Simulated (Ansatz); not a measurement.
Consider the silylene formation by 1,1-elimination: `CO[SiH2]S[SiH2]O` → `O[SiH2]S` + `CO[SiH]`.

Gas-phase electronic energies from Ansatz, PBE0-D4/def2-TZVP geometries. CCSD(T)/CBS is the MP2 limit (def2-TZVPP, def2-QZVPP) plus CCSD(T) − MP2 in def2-TZVPP, frozen cores. Functionals use def2-TZVPP. B3LYP here is the variant with VWN-RPA as its local correlation; programs differ in this. Each species was taken in one conformer, which may not be the lowest.

CCSD(T)/CBS gives +2.72 eV.

Another level gave +2.62 eV. Which?
A. B3LYP/def2-TZVPP
B. B3LYP-D4/def2-TZVPP
C. MP2/def2-TZVPP
D. HF/def2-TZVPP

B. B3LYP-D4 2.62, B3LYP 2.35, HF/def2-TZVPP 2.47, MP2/def2-TZVPP 2.86 eV.

Largest T1 diagnostic among the species: 0.015.

From PBE to PBE0 (25 % exact exchange), in def2-TZVPP and without D4, ΔE moves by +0.17 eV. In def2-TZVPP, CCSD(T) changes the Hartree–Fock value by +0.17 eV (the triples alone add +0.05 eV) and MP2 by +0.39 eV.
